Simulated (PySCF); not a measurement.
MoBr4: Mo(IV) (d2), charge 0. The structure is a model geometry with rigid ligands and bond lengths from ionic radii, not a minimum; coordination tetrahedral, point group Td, metal–donor distances 2.39 Å.

The d shell alone is too small an active space for MoBr4 (an active orbital has only 0.64 squared overlap with the free ion's shell): its levels, fitted parameters, g values and moments show what this model gives and aren't sound predictions.

```
5

Mo    0.000    0.000    0.000
Br    1.380    1.380    1.380
Br   -1.380   -1.380    1.380
Br   -1.380    1.380   -1.380
Br    1.380   -1.380   -1.380
```

Method (PySCF 2.14, density fitting): CASSCF(2,5) with orbitals averaged over all microstates of the shell, strongly contracted NEVPT2 on the averaged canonical orbitals; basis x2c-TZVPall on the metal, x2c-SVPall elsewhere; spin-free X2C; gas phase; spin-orbit coupling by state interaction with the mean-field operator over all roots.

Problem. What is the ground state?

Solution. 3A2 (S = 1, orbital degeneracy 1), with 2.0 electrons in the lower (e-type) set and 0.0 in the upper (t2-type) set, by NEVPT2.

Problem. List the excited states of the same spin.

Solution. By NEVPT2: 3T2 at 11048 cm⁻¹ (905 nm); 3T1 at 14773 cm⁻¹ (677 nm); 3T1 at 22928 cm⁻¹ (436 nm). The strongest, at 14773 cm⁻¹, has f = 2.1e-02.

Problem. Which is the lowest state of another spin?

Solution. 1E at 7587 cm⁻¹ by NEVPT2; CASSCF alone puts it at 9104 cm⁻¹ above the same ground state.

Problem. Give the fitted ligand-field and repulsion parameters.

Solution. At CASSCF level (the NEVPT2 levels don't fit a ligand-field model well): orbital energies 0, 0, 9416, 9416, 9416 cm⁻¹; 10Dq = 9416 cm⁻¹; B = 519 cm⁻¹; C = 2208 cm⁻¹; B over its free-ion value at the same level 0.600; the fit misses the states by 605 cm⁻¹ rms, so splittings below that are unsure; spin-orbit coupling on the heavy ligands mixes in, so no single ζ describes it.

Problem. What are the magnetic parameters?

Solution. The ground multiplet follows a spin Hamiltonian with S = 1, g = 1.871, 1.871, 1.871, D = 0 (spin-orbit part alone); the lowest levels hold 99 % of the spin-free ground state. μeff is 2.68 μB at 300 K and 2.65 μB at 10 K; the spin-only value is 2.83 μB.

Charge-transfer states lie outside this active space and may come lower than some of these levels. NEVPT2 on the d shell alone tends to put d–d bands too high for such charged or covalently bound ions.

The job took 47 s on one thread of Arm Neoverse V2 (shared host), with 191 basis functions and a peak of 0.6 GiB, launched as `OMP_NUM_THREADS=1 python lf_run.py task.json out`.
